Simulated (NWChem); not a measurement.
System meant: CH₃BrOPb, singlet; SMILES C[O][Pb][Br]

Here is an NWChem input.

```
start job
memory heap 200 mb stack 900 mb global 1100 mb
geometry units angstroms noautoz
  Pb     0.527653    -0.588163    -0.002810
  Br    -0.616644     1.826857     0.002029
  O     -1.224428    -1.793185     0.000961
  C     -2.570221    -1.385613     0.003282
  H     -2.702706    -0.277654     0.009635
  H     -3.096029    -1.786275    -0.895547
  H     -3.095553    -1.796418     0.897833
end
basis spherical
  Pb library def2-svp
  Br library def2-svp
  O library def2-svp
  C library def2-svp
  H library def2-svp
end
ecp
  Pb library def2-ecp
end
dft
  odft
  mult 2
  xc pbe0
  iterations 150
  mulliken
end
task dft energy
```

End of the output:

```
 Summary of "ao basis" -> "" (spherical)
 ------------------------------------------------------------------------------
       Tag                 Description            Shells   Functions and Types
 ---------------- ------------------------------  ------  ---------------------
 Pb                         def2-svp                10       26   4s4p2d
 Br                         def2-svp                12       32   5s4p3d
 O                          def2-svp                 6       14   3s2p1d
 C                          def2-svp                 6       14   3s2p1d
 H                          def2-svp                 3        5   2s1p

                                 NWChem DFT Module
                                 -----------------

 Summary of "ao basis" -> "ao basis" (spherical)
 ------------------------------------------------------------------------------
       Tag                 Description            Shells   Functions and Types
 ---------------- ------------------------------  ------  ---------------------
 Pb                         def2-svp                10       26   4s4p2d
 Br                         def2-svp                12       32   5s4p3d
 O                          def2-svp                 6       14   3s2p1d
 C                          def2-svp                 6       14   3s2p1d
 H                          def2-svp                 3        5   2s1p

  number of electrons :                   74
  multiplicity        :                    2
 ------------------------------------------------------------------------
  no. of electrons and multiplicity not compatible                  74
 ------------------------------------------------------------------------
 ------------------------------------------------------------------------
  current input line :
    29: task dft energy
 ------------------------------------------------------------------------
 ------------------------------------------------------------------------
 There is an error in the input file
 ------------------------------------------------------------------------
 For more information see the NWChem manual at https://nwchemgit.github.io

0: no. of electrons and multiplicity not compatible:Received an Error in Communication
```

### Question
Find the fault in this run and fix the input.

### Answer
The input was rejected before any calculation. Cause: the multiplicity doesn't fit the number of electrons (an even count wants an odd multiplicity, and the reverse). This input runs:
```
start job
memory heap 200 mb stack 900 mb global 1100 mb
geometry units angstroms noautoz
  Pb     0.527653    -0.588163    -0.002810
  Br    -0.616644     1.826857     0.002029
  O     -1.224428    -1.793185     0.000961
  C     -2.570221    -1.385613     0.003282
  H     -2.702706    -0.277654     0.009635
  H     -3.096029    -1.786275    -0.895547
  H     -3.095553    -1.796418     0.897833
end
basis spherical
  Pb library def2-svp
  Br library def2-svp
  O library def2-svp
  C library def2-svp
  H library def2-svp
end
ecp
  Pb library def2-ecp
end
dft
  xc pbe0
  iterations 150
  mulliken
end
task dft energy
```
It converges to -2881.39897 Ha (PBE0/def2-SVP with def2 effective core potentials on Pb).
